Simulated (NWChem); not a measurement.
Everything below was run with NWChem. System: C2H2Cl2, charge 0, spin multiplicity 1, displaced from the optimised geometry. Level: MP2/cc-pVDZ, 12 core orbitals frozen, spin-restricted.

Output (cleaned and shortened):

```
             Northwest Computational Chemistry Package (NWChem) 7.3.0
             --------------------------------------------------------

                                NWChem Input Module
                                -------------------

 Scaling coordinates for geometry "geometry" by  1.889725989
 (inverse scale =  0.529177249)

                             Geometry "geometry" -> ""
                             -------------------------

 Output coordinates in angstroms (scale by  1.889725989 to convert to a.u.)

  No.       Tag          Charge          X              Y              Z
 ---- ---------------- ---------- -------------- -------------- --------------
    1 Cl                  17.0000    -2.13506300    -0.35395700     0.00000000
    2 C                    6.0000    -0.55659100     0.36779100     0.00000000
    3 C                    6.0000     0.55659100    -0.36779100     0.00000000
    4 Cl                  17.0000     2.13506300     0.35395700     0.00000000
    5 H                    1.0000    -0.55102200     1.45957100     0.00000000
    6 H                    1.0000     0.55146800    -1.37222900     0.00000000

 Effective nuclear repulsion energy (a.u.)     174.9853748465

            Nuclear Dipole moment (a.u.)
            ----------------------------
        X                 Y               Z
 ---------------- ---------------- ----------------
     0.0008428178     0.1650524473     0.0000000000


 Summary of "ao basis" -> "" (spherical)
 ------------------------------------------------------------------------------
       Tag                 Description            Shells   Functions and Types
 ---------------- ------------------------------  ------  ---------------------
 *                          cc-pvdz                   on all atoms

 Summary of "ao basis" -> "ao basis" (spherical)
 ------------------------------------------------------------------------------
       Tag                 Description            Shells   Functions and Types
 ---------------- ------------------------------  ------  ---------------------
 Cl                         cc-pvdz                  8       18   4s3p1d
 C                          cc-pvdz                  6       14   3s2p1d
 H                          cc-pvdz                  3        5   2s1p

                                 NWChem SCF Module
                                 -----------------

  ao basis        = "ao basis"
  functions       =    74
  atoms           =     6
  closed shells   =    24
  open shells     =     0
  charge          =   0.00
  wavefunction    = RHF
  use symmetry    = F
  symmetry adapt  = F

 Summary of "ao basis" -> "ao basis" (spherical)
 ------------------------------------------------------------------------------
       Tag                 Description            Shells   Functions and Types
 ---------------- ------------------------------  ------  ---------------------
 Cl                         cc-pvdz                  8       18   4s3p1d
 C                          cc-pvdz                  6       14   3s2p1d
 H                          cc-pvdz                  3        5   2s1p

 Forming initial guess at       0.0s

      Superposition of Atomic Density Guess
      -------------------------------------

 Sum of atomic energies:        -995.28094317

      Non-variational initial energy
      ------------------------------

 Total energy =    -996.855355
 1-e energy   =   -1720.206062
 2-e energy   =     548.365332
 HOMO         =      -0.259025
 LUMO         =       0.036074

 Starting SCF solution at       1.5s

 ----------------------------------------------
         Quadratically convergent ROHF

 Convergence threshold     :          1.000E-07
 Maximum no. of iterations :          100
 Final Fock-matrix accuracy:          1.000E-09
 ----------------------------------------------

              iter       energy          gnorm     gmax       time
             ----- ------------------- --------- --------- --------
                 1     -995.8298935823  6.96D-01  1.95D-01      1.5
                 2     -995.8678745603  2.52D-01  6.11D-02      1.5
                 3     -995.8744422443  1.58D-02  5.72D-03      1.6
[...]
   Bfn.  Coefficient  Atom+Function         Bfn.  Coefficient  Atom+Function
  ----- ------------  ---------------      ----- ------------  ---------------
     9      0.398601  1 Cl py                55     -0.333430  4 Cl py
    12      0.328208  1 Cl py                58     -0.274931  4 Cl py
     8     -0.204951  1 Cl px                54      0.185971  4 Cl px
    11     -0.172487  1 Cl px                57      0.156042  4 Cl px

 Vector   24  Occ=2.000000D+00  E=-3.672564D-01
              MO Center=  7.1D-03, -3.1D-04, -3.7D-17, r^2= 3.5D+00
   Bfn.  Coefficient  Atom+Function         Bfn.  Coefficient  Atom+Function
  ----- ------------  ---------------      ----- ------------  ---------------
    24     -0.325426  2 C  pz                38     -0.326049  3 C  pz
    56      0.301593  4 Cl pz                10      0.299763  1 Cl pz
    59      0.290791  4 Cl pz                13      0.288977  1 Cl pz
    27     -0.247938  2 C  pz                41     -0.248471  3 C  pz

 Vector   25  Occ=0.000000D+00  E= 1.276763D-01
              MO Center= -2.9D-03,  4.0D-04,  1.7D-16, r^2= 2.6D+00
   Bfn.  Coefficient  Atom+Function         Bfn.  Coefficient  Atom+Function
  ----- ------------  ---------------      ----- ------------  ---------------
    27      0.752243  2 C  pz                41     -0.749963  3 C  pz
    24      0.378111  2 C  pz                38     -0.376926  3 C  pz
    13     -0.233481  1 Cl pz                59      0.232603  4 Cl pz

 Vector   26  Occ=0.000000D+00  E= 1.786357D-01
              MO Center=  7.3D-02,  2.6D-02, -6.5D-17, r^2= 5.1D+00
   Bfn.  Coefficient  Atom+Function         Bfn.  Coefficient  Atom+Function
  ----- ------------  ---------------      ----- ------------  ---------------
    57      0.699437  4 Cl px                35      0.693620  3 C  s
    11      0.678049  1 Cl px                50     -0.611968  4 Cl s
     4      0.595271  1 Cl s                 21     -0.563829  2 C  s
    39      0.419620  3 C  px                26      0.407424  2 C  py
    25      0.399263  2 C  px                40      0.332887  3 C  py

 Vector   27  Occ=0.000000D+00  E= 1.909950D-01
              MO Center= -3.9D-01,  7.7D-01,  3.3D-16, r^2= 5.2D+00
   Bfn.  Coefficient  Atom+Function         Bfn.  Coefficient  Atom+Function
  ----- ------------  ---------------      ----- ------------  ---------------
    66      1.701813  5 H  s                 21     -1.477482  2 C  s
    35     -1.046040  3 C  s                 71      1.026524  6 H  s
    26     -0.787019  2 C  py                40      0.500818  3 C  py
    12      0.283416  1 Cl py                25      0.279752  2 C  px
    11      0.263725  1 Cl px                 4      0.213866  1 Cl s

 center of mass
 --------------
 x =   0.00000885 y =   0.00173359 z =   0.00000000

 moments of inertia (a.u.)
 ------------------
          57.327555102455        -165.579974768077           0.000000000000
        -165.579974768077        1167.231401572381           0.000000000000
           0.000000000000           0.000000000000        1224.558956674836

  Mulliken analysis of the total density
  --------------------------------------

    Atom       Charge   Shell Charges
 -----------   ------   -------------------------------------------------------
    1 Cl  17    17.08   2.00  2.01  0.93  0.98  6.00  3.03  2.08  0.04
    2 C    6     6.03   2.00  0.67  0.51  1.94  0.81  0.09
    3 C    6     5.96   2.00  0.67  0.47  1.97  0.76  0.09
    4 Cl  17    17.08   2.00  2.01  0.93  0.98  6.00  3.04  2.08  0.04
    5 H    1     0.90   0.74  0.13  0.03
    6 H    1     0.94   0.79  0.12  0.04

       Multipole analysis of the density wrt the origin
       ------------------------------------------------

     L   x y z        total         open         nuclear
     -   - - -        -----         ----         -------
     0   0 0 0     -0.000000      0.000000     48.000000

     1   1 0 0     -0.010712      0.000000      0.000843
     1   0 1 0      0.007596      0.000000      0.165052
     1   0 0 1      0.000000      0.000000      0.000000

     2   2 0 0    -30.130456      0.000000    568.920758
     2   1 1 0     -0.960284      0.000000     77.409928
     2   1 0 1     -0.000000      0.000000      0.000000
     2   0 2 0    -25.649495      0.000000     35.340365
     2   0 1 1      0.000000      0.000000      0.000000
     2   0 0 2    -28.846483      0.000000      0.000000

                   NWChem MP2 Semi-direct Energy/Gradient Module
                   ---------------------------------------------

  Basis functions       =     74
  Molecular orbitals    =     74
  Frozen core           =     12
  Frozen virtuals       =      0
  Active alpha occupied =     12
  Active beta occupied  =     12
  Active alpha virtual  =     50
  Active beta virtual   =     50
  Use MO symmetry       = F
  Use skeleton AO sym   = F

  AO/Fock/Back tols     =   1.0D-09  1.0D-09  1.0D-09

 GA uses MA = F    GA memory limited = T

 Available:
  local mem=  1.26D+08
 global mem=  1.44D+08
 local disk=  0.00D+00
  mp2_memr nvloc                    50
  nvloc new                    50
   1 passes of  12:        3145728                      26471                   5570482.
   1 passes of  12: M    126152050           G      144168248           F     123006322.

 Semi-direct pass number   1 of   1  for RHF alpha+beta  at        1.8s
  vrange nnbf                  2726
  mp2_eaftype                    21  avail_ma_in_mb                  1099
 EAF : mp2_eaftype filesize          21    2785241.
  mp2_eaf for mointskh                     21
Node 0 wrote     13.1 Mb in      0.0 s     Agg I/O rate:   682.7 Mb/s
 Done moints_semi at        5.2s
  mp2_eaftype                    21  avail_ma_in_mb                  1078
 EAF : mp2_eaftype filesize          21    2785241.
  mp2_eaf for kh                    21
 Done maket at        5.3s
 Done multipass loop at        5.3s

          -------------------------------------------
          SCF energy                -995.874486929572
          Correlation energy          -0.534700988947
          Singlet pairs               -0.324283984598
          Triplet pairs               -0.210417004349
          Total MP2 energy          -996.409187918519
          -------------------------------------------

          ---------------------------------------------------
                    Spin Component Scaled (SCS) MP2
          Same spin pairs                     -0.140278002899
          Same spin scaling factor             0.333333333333
          Opposite spin pairs                 -0.394422986048
          Opposite spin scaling fact.          1.200000000000
          SCS-MP2 correlation energy          -0.520066917557
          Total SCS-MP2 energy              -996.394553847129
          ---------------------------------------------------

 -----------------------
 Performance information
 -----------------------

 Timer overhead =  9.60D-08 seconds/call

               Nr. of calls         CPU time (s)                 Wall time (s)                GFlops
             ---------------    -------------------     ------------------------------   -------------------
Name         Min   Avg   Max    Min     Avg     Max     Min     Avg     Max   Mx/calls   Min     Max     Sum
mp2: moin     1     1     1    3.4     3.4     3.4      3.4     3.4     3.4     3.4      0.0     0.0     0.0
mp2: make     1     1     1   4.30E-2 4.30E-2 4.30E-2  4.30E-2 4.30E-2 4.30E-2 4.30E-2   0.0     0.0     0.0
mp2: tota     1     1     1    3.5     3.5     3.5      3.5     3.5     3.5     3.5      0.0     0.0     0.0

 The average no. of pstat calls per process was 3.00D+00
 with a timing overhead of 2.88D-07s

 Task  times  cpu:        5.3s     wall:        5.3s

 Total times  cpu:        5.3s     wall:        5.3s
```

### Question
Write an NWChem input that would produce this output.

### Answer
One answer among several that fit: 
```
start mol
memory heap 200 mb stack 900 mb global 1100 mb
geometry units angstroms nocenter noautoz noautosym
  Cl    -2.135063    -0.353957     0.000000
  C     -0.556591     0.367791     0.000000
  C      0.556591    -0.367791     0.000000
  Cl     2.135063     0.353957     0.000000
  H     -0.551022     1.459571     0.000000
  H      0.551468    -1.372229     0.000000
end
basis spherical
  * library cc-pvdz
end
scf
  rhf
  nopen 0
  maxiter 100
  thresh 1e-7
  semidirect memsize 60000000 filesize 0
end
mp2
  freeze core 12
end
task mp2 energy
```
